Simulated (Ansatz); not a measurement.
`[S]=[Nb]([Cl])([Cl])[Cl]`. Total charge 0; spin multiplicity 1. Correlated methods include outer-core shells of Nb, which these sets cover unevenly. Nb: def2 effective core potential.

```xyz
5

S     1.337   -0.692    1.483
Nb   -0.002    0.001   -0.002
Cl   -2.082   -0.696    0.549
Cl    0.106    2.259   -0.044
Cl    0.640   -0.872   -1.987
```

Question: Give the diagnostics of a CCSD(T)/def2-TZVPP run (frozen core, the Gaussian-basis code of Ansatz). (Estimate.)

Answer: The calculation gave: T1 = 0.0220, largest single amplitude 0.053, largest double 0.036, (T) share of the correlation energy 5.9 %, 14 CCSD cycles. The RHF solution is stable towards an unrestricted one. T1 lies over the customary mark of 0.02 for closed shells; compounds of d metals often pass it without a breakdown.
